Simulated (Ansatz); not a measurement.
AlBrF, SMILES `[F][Al][Br]` radical, relaxed with UKS PBE-D4/def2-SVP in the Gaussian-basis code of Ansatz from a rough embedded geometry. The force threshold is 0.03 eV/Å; the program also tests the step.

Total charge 0; spin multiplicity 2.

Start:

```xyz
3

F     0.053    1.682   -0.005
Al    0.349    0.084    0.614
Br   -0.401   -1.766   -0.609
```

**Question.** By how much does the energy fall, and how many steps does the optimiser take? (An estimate is asked.)

**Answer.** Ansatz gave: 0.06 eV, in 3 steps.

**Question.** Which bonds change most? (Best estimate.)

**Answer.** Ansatz gave: F1–Al2 from 1.739 to 1.681 Å; Al2–Br3 from 2.342 to 2.285 Å.

**Question.** Give the relaxed structure. (An estimate is asked.)

**Answer.** Ansatz gave: 
```xyz
3

F     0.056    1.640    0.003
Al    0.334    0.089    0.589
Br   -0.390   -1.728   -0.592
```
